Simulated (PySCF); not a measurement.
Cu(Cl)(OH2) (ClCuH₂O), SMILES [OH2]->[Cu][Cl], multiplicity 1. Atoms are numbered in the order given.

```xyz
5

Cu     0.2671     0.0224     0.0000
Cl    -1.8210    -0.0227     0.0000
O      2.2373     0.0514     0.0000
H      2.6562    -0.3380     0.7775
H      2.6562    -0.3380    -0.7775
```
Charge 0, spin multiplicity 1.

The structure is a stationary point at B3LYP-D3(BJ)/def2-TZVP. The spin state was assumed, not searched.

The numbers are results of PySCF with HF/pcSseg-2, not measurements.

GIAO shieldings, no solvent; atoms alike by connectivity are averaged. δ = σ(ref) − σ: ³⁵Cl against HCl (σ = 947.2 ppm); ¹⁷O against H2O (σ = 326.0 ppm); ¹H against TMS (σ = 31.98 ppm), references at their B3LYP-D3(BJ)/def2-TZVP geometries, non-relativistic (without spin–orbit terms, shifts of atoms bonded to Cl or Br come out too high).

```json
[
 {"nucleus": "³⁵Cl", "atoms": "Cl2", "count": "1", "δ (ppm)": "-258.2"},
 {"nucleus": "¹⁷O", "atoms": "O3", "count": "1", "δ (ppm)": "-29.3"},
 {"nucleus": "¹H", "atoms": "H4, H5", "count": "2", "δ (ppm)": "3.30"}
]
```
